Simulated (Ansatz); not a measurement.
Consider the formal exchange of groups at a C–Si bond: `C[SiH2]C[SiH3]` + `F/C=C/Cl` → `F/C(=C/Cl)C[SiH3]` + `C[SiH3]`.

Program: Ansatz. Geometries: PBE0-D4/def2-TZVP. ΔE: electronic, gas phase. CBS: MP2 limit from def2 TZ/QZ plus the TZ coupled-cluster correction, frozen cores. This one scheme is used for every species. Double bonds are as drawn, so ΔE can hold a change between cis and trans. DFT in def2-TZVPP. B3LYP here is the variant with VWN-RPA as its local correlation; programs differ in this. One conformer a species, not always the lowest.

| level | ΔE (kcal/mol) |
| --- | --- |
| B2PLYP | 4.7 |
| PBE0 | 4.9 |
| B3LYP | 4.6 |
| SCS-MP2/def2-TZVPP | 4.8 |

**Question.** What does CCSD(T)/CBS give? (Estimate.)

**Answer.** The calculation gave: +5.5 kcal/mol. The listed levels differ from it by -0.8, -0.6, -0.9, -0.7 kcal/mol.

Largest T1 diagnostic among the species: 0.012.

CCSD(T)/CBS has its own doubt, a few kJ/mol and more with outer-core shells, so smaller differences from it don't rank the levels.
